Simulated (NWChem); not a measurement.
System: C$_{3}$H$_{6}$Si; SMILES C=C=C[SiH3]

Input file for NWChem:

```
start job
memory heap 200 mb stack 900 mb global 1100 mb
geometry units angstroms noautosym nocenter noautoz
  C      0.343141     2.381980     0.211455
  C     -0.200973     1.221577    -0.048934
  C     -0.723592     0.047024    -0.301561
  Si     0.204132    -1.555124    -0.009057
  H      0.913411     2.922927    -0.540520
  H      0.242010     2.849799     1.188296
  H     -1.740828     0.003953    -0.698440
  H     -0.528745    -2.417765     0.959141
  H      0.340697    -2.322819    -1.278175
  H      1.555367    -1.255254     0.528762
end
basis spherical
  * library 6-31g*
end
dft
  xc b3lyp
  iterations 150
end
cosmo
  do_cosmo_smd true
  solvent water
end
task dft energy
```

The geometry was optimised at B3LYP/6-31G* (spherical d). Solvent: water.

Level: B3LYP/6-31G* with SMD (1 M gas to 1 M solution), gas-phase geometry. Reactions with the solvent are ignored.

### Question
Predict the main results of this run. (B3LYP/6-31G* (spherical d), SMD on the gas-phase geometry.) Quantities: solvation free energy (kcal/mol); cavity-dispersion-structure term (kcal/mol); dipole in solution (D).

### Answer
```
Quantity                                     Result
-------------------------------------------  ------
solvation free energy (kcal/mol)                2.3
cavity-dispersion-structure term (kcal/mol)     4.4
dipole in solution (D)                         0.79
```
